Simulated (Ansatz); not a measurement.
Relaxation of C3H5FSi (10 atoms, charge 0, multiplicity 1), to a largest force component of 0.015 eV/Å in at most 40 steps.

Method: Ansatz, RKS r2SCANh-D4/def2-SVP.

```xyz
10
Properties=species:S:1:pos:R:3:forces:R:3
C -0.713 1.516 0.037 -2.95 5.61 -0.19
C -0.163 0.369 0.011 1.81 0.09 -2.66
Si -0.170 -0.983 1.038 1.53 -2.85 3.17
C 0.787 -0.164 -0.951 -4.53 -2.01 -1.08
F 0.188 -1.074 -1.907 1.25 1.78 1.20
H -1.424 1.887 0.827 0.65 -0.69 -0.49
H -0.583 2.267 -0.785 0.21 -0.59 0.52
H -0.704 -2.238 0.574 -0.25 -0.73 -0.38
H 1.127 -1.191 1.849 -0.75 0.12 -0.42
H 1.738 -0.442 -0.690 3.03 -0.73 0.34
```

Where does it end, and by what steps?

The run converged. After 17 steps the energy has fallen by 2.084 eV; H8 moved furthest, 0.55 Å. Joined: Si3–C4.

```tsv
step	energy less start (eV)	largest force component (eV/Å)	accepted
0	0.0000	5.605	yes
1	-0.7960	1.973	yes
2	-1.3524	1.147	yes
3	-1.4312	2.930	yes
4	-1.7722	1.282	yes
5	-1.9586	0.796	yes
6	-2.0258	0.372	yes
7	-1.9901	0.657	no
8	-2.0575	0.120	yes
9	-2.0626	0.205	yes
10	-2.0685	0.196	yes
11	-2.0734	0.205	yes
12	-2.0591	0.338	no
13	-2.0828	0.075	yes
14	-2.0834	0.044	yes
15	-2.0837	0.023	yes
16	-2.0836	0.033	no
17	-2.0837	0.009	yes
```

```xyz
10
Properties=species:S:1:pos:R:3
C -0.797 1.544 -0.048
C -0.017 0.479 0.143
Si 0.149 -1.203 0.873
C 0.763 -0.413 -0.746
F 0.313 -0.646 -2.015
H -1.454 1.923 0.738
H -0.808 2.074 -1.008
H -1.082 -2.027 0.909
H 1.164 -1.549 1.900
H 1.851 -0.235 -0.743
```

Run time: 64 s on 2 threads of Arm Neoverse V2, with other jobs on the host, peak memory 0.23 GiB.
